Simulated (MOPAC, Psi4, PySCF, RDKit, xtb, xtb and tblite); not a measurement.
Two geometries of SMILES COC(=O)[SiH2]CC#N, relaxed at GFN2-xTB with one dihedral held; other torsions can differ between them too.

Structure A

```
15

C     -3.1548    -0.5278    -0.0328
O     -1.7942    -0.2842    -0.3074
C     -1.1009     0.5875     0.4370
O      0.0634     0.7749     0.1769
Si    -1.9073     1.5476     1.9060
C     -0.4642     2.5812     2.6004
C     -0.8951     3.3695     3.7104
N     -1.2702     3.9887     4.5963
H     -3.4858    -1.2378    -0.7890
H     -3.7487     0.3854    -0.1086
H     -3.2892    -0.9662     0.9584
H     -2.4211     0.6062     2.9051
H     -2.9895     2.4049     1.4131
H      0.3500     1.9280     2.9226
H     -0.0657     3.2422     1.8273
```

Structure B

```
15

C      3.9598     3.3205     1.1206
O      3.6871     1.9861     1.4975
C      2.5058     1.7245     2.1016
O      2.4711     0.9920     3.0575
Si     0.8435     2.1006     1.1979
C     -0.0660     3.5148     2.1331
C      0.6490     4.7454     2.0095
N      1.2577     5.7062     1.8813
H      4.7022     3.2811     0.3249
H      3.0614     3.8372     0.7668
H      4.3662     3.8670     1.9750
H      1.0779     2.4777    -0.1983
H      0.0386     0.8907     1.3331
H     -0.1558     3.2654     3.1923
H     -1.0694     3.6493     1.7280
```

Q: Which is lower in energy at the level B3LYP-D3(BJ)/def2-SVP // GFN2-xTB (Psi4 1.11), and by how much?

A: A is lower, by 4.36 kcal/mol (dihedral C1–O2–C3–Si5: 0° in A, 60° in B).

E(B) − E(A) in kcal/mol at the other levels, on the same two geometries: GFN2-xTB (xtb and tblite) 5.12; MMFF94 // GFN2-xTB (RDKit) 3.65; B3LYP/def2-SVP // GFN2-xTB (Psi4) 4.86; PBE/def2-SVP // GFN2-xTB (Psi4) 4.93; PBE-D3(BJ)/def2-SVP // GFN2-xTB (Psi4) 4.56; UFF // GFN2-xTB (RDKit) 5.68; PM3, restricted, heats of formation // GFN2-xTB (MOPAC) 4.70; PM6, restricted, heats of formation // GFN2-xTB (MOPAC) 3.41; GFN1-xTB // GFN2-xTB (xtb) 3.04; restricted B3LYP/6-31G*, spherical d, density fitting // GFN2-xTB (PySCF) 4.77; restricted M06-2X/6-31G*, spherical d, density fitting // GFN2-xTB (PySCF) 4.63; restricted BP86/6-31G*, spherical d, density fitting // GFN2-xTB (PySCF) 4.90; restricted Hartree-Fock/STO-3G // GFN2-xTB (PySCF) 2.72.
